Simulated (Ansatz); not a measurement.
`FC[SiH2]F` → `[CH]F` + `F[SiH3]` at 400 K and 1 bar (formal loss of a carbene).

Computed with Ansatz on PBE0-D4/def2-TZVP structures; ΔE is electronic, products minus reactants. CCSD(T)/CBS adds triple-zeta CCSD(T) − MP2 to the extrapolated MP2 energy (def2 sets, frozen cores). This one scheme is used for every species. Each species was taken in one conformer, which may not be the lowest.

| species | CCSD(T)/CBS energy (Eh) | H − E (kJ/mol) | S (J/(mol·K)) |
| --- | --- | --- | --- |
| `FC[SiH2]F` | -529.16787 | 155.7 | 335.0 |
| `[CH]F` | -138.29972 | 46.3 | 233.5 |
| `F[SiH3]` | -390.72345 | 88.0 | 253.8 |

H − E and S are ideal-gas, rigid-rotor, harmonic terms from PBE0-D4/def2-TZVP, for one conformer and one mirror image of each species. 1 Eh = 2625.50 kJ/mol, R = 8.31446 J/(mol·K).

Q: By hand: ΔE, ΔH, ΔS and ΔG.

A: ΔE = (-138.29972) + (-390.72345) − (-529.16787) = 0.14470 Eh = 379.9 kJ/mol. Δ(H − E) = 46.3 + 88.0 − 155.7 = -21.4, so ΔH = 358.5 kJ/mol. ΔS = 233.5 + 253.8 − 335.0 = 152.3 J/(mol·K). ΔG = 358.5 − 400 × (152.3)/1000 = 297.6 kJ/mol.

Q: By hand: the equilibrium constant, and the temperature at which ΔG would vanish if ΔH and ΔS stayed fixed.

A: log₁₀ K = −ΔG/(RT ln 10) = -38.9. ΔG = 0 at ΔH/ΔS = 2354 K.

The number of gas molecules changes by +1, which sets the sign of ΔS. A doubt of 5 kJ/mol in ΔE shifts log₁₀ K by 0.7 here. Other conformers and mirror images would add mixing entropy, several J/(mol·K) or more a flexible species. These are equilibria of isolated gas molecules and say nothing of rates. Largest T1 diagnostic: 0.018 (customary marks: 0.02 for closed shells, 0.045 for open ones).
